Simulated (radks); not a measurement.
Spherical quantum dot in the effective-mass picture: electrons in a parabolic well V = omega^2 r^2 / 2 with omega = 0.771, with a point charge +1 (a donor) at the centre, all in effective atomic units (hartree* = m*/eps^2 hartree, bohr* = eps/m* bohr), one dielectric constant everywhere. Calculated with a radial shooting solver with Libxc functionals: non-relativistic Kohn-Sham, LDA (Slater exchange, Perdew-Wang correlation), spin-polarised, spherical densities. Levels are named by radial order and angular momentum (1s, 1p, 1d, 2s, ...), and open shells are averaged over m.

N = 12, configuration 1s2 1p6 1d(up 2, down 0) 2s2. This is the lowest configuration that the search found. Occupied and some empty levels:

level    occupation  eigenvalue (hartree*)  <r> (bohr*)
1s up             1                 5.5873        1.509
1s down           1                 5.6093        1.487
1p up             3                 6.1214        2.164
1p down           3                 6.1568        2.158
2s up             1                 6.5208        2.106
2s down           1                 6.5460        2.122
1d up             2                 6.6081        2.501
1d down           0                 6.6459        2.503
1f up             0                 7.1327        2.763
1f down           0                 7.1694        2.769
2p up             0                 7.2485        2.464
2p down           0                 7.2720        2.469
1g up             0                 7.6936        2.988
1g down           0                 7.7274        2.997

Energy (hartree*): total 45.1576, kinetic 8.6761, external 10.552, Hartree 30.590, exchange-correlation -4.6608.
